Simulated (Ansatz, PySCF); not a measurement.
Gas-phase reaction (SMILES): CB(C)O [dimethylborinic acid] + Cl (HCl) → CB(C)Cl [chloro(dimethyl)borane] + O (H2O); hydrogen chloride cleaves one B-O bond, a model of a ligand-exchange step.

Structures are relaxed separately at B3LYP-D3(BJ)/def2-TZVP in Ansatz (an electronic-structure program), one conformer each, not searched for the lowest. Cores are frozen in the correlated levels unless marked. Spin-orbit coupling is left out. No relativistic terms. CBS(X,Y): correlation extrapolated as X^-3; Hartree-Fock from the larger set. Thermal terms are rigid-rotor harmonic-oscillator values from B3LYP-D3(BJ) frequencies (Ansatz or PySCF) at 298.15 K and 1 atm. 1 Eh = 627.5095 kcal/mol.

```
species   E, CCSD(T)/CBS(aug-cc-pV(T+d)Z,aug-cc-pV(Q+d)Z) (Ansatz) (Eh)  E, B3LYP-D3(BJ)/def2-TZVPD (Ansatz + dftd3) (Eh)  H - E (Eh)
--------  -------------------------------------------------------------  ------------------------------------------------  ----------
CB(C)O                                                       -180.35125                                        -180.66678     0.09892
Cl (HCl)                                                     -460.37804                                        -460.83744     0.01000
CB(C)Cl                                                      -564.34048                                        -565.02254     0.08494
O (H2O)                                                       -76.37513                                         -76.46738     0.02495
```

Question: Work out ΔE and ΔH at 298.15 K at the first level, then ΔH at the second.

Answer: 
1. ΔE = [(-564.34048) + (-76.37513)] - [(-180.35125) + (-460.37804)] = 0.01368 Eh = 8.6 kcal/mol at CCSD(T)/CBS(aug-cc-pV(T+d)Z,aug-cc-pV(Q+d)Z).
2. The terms H - E add up to 0.00097 Eh, so ΔH = (0.01368 + (0.00097))×627.5095 = 9.2 kcal/mol.
3. At B3LYP-D3(BJ)/def2-TZVPD the same steps give ΔE = 9.0 and ΔH = 9.6 kcal/mol, a shift of +0.4 from the first level.
4. These values are not checked against measurement here, since the tables used lack a sound gas-phase enthalpy of formation for at least one species.
